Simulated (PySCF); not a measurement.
Compound: C6H5BF2.
SMILES: `FB(F)C1=C[C@@H]2[C@@H]3[C@H]1[C@H]23`

Three sets of settings were typed for PySCF runs (density fitting) on one GFN2-xTB geometry. Runs with no stated cap are allowed at least 80 cycles.

Question: One run ended without self-consistency. Which?
A. PBE0/def2-SVPD
B. wB97X/SBKJC-VDZ, at most 2 cycles
C. PBE0/pcSseg-1

Answer: B. The cap of 2 cycles ended the SCF with an orbital gradient of 1.7e+00, before the energy threshold of 1e-09 Eh and the gradient threshold (its square root) were both met. Raise the cap. Its energy and orbitals aren't self-consistent and shouldn't be used.

The end of its output:
```
final grid: 128528 points
cycle   1  E = -86.9587183270  dE = -3.721e+00  |g| = 2.222e+00  |ddm| = 7.348e+00
cycle   2  E = -87.3800059766  dE = -4.213e-01  |g| = 1.676e+00  |ddm| = 3.613e+00
SCF not converged, last energy = -87.3800059766
```

The others met their thresholds:

```csv
settings,basis functions,SCF cycles,E (Eh),HOMO (eV),LUMO (eV),dipole (D)
PBE0/def2-SVPD,226,13,-455.4011,-6.97,-1.37,3.66
PBE0/pcSseg-1,178,13,-455.6679,-6.96,-1.31,3.60
```

Cycle counts include a coarse-grid stage where the run had one.
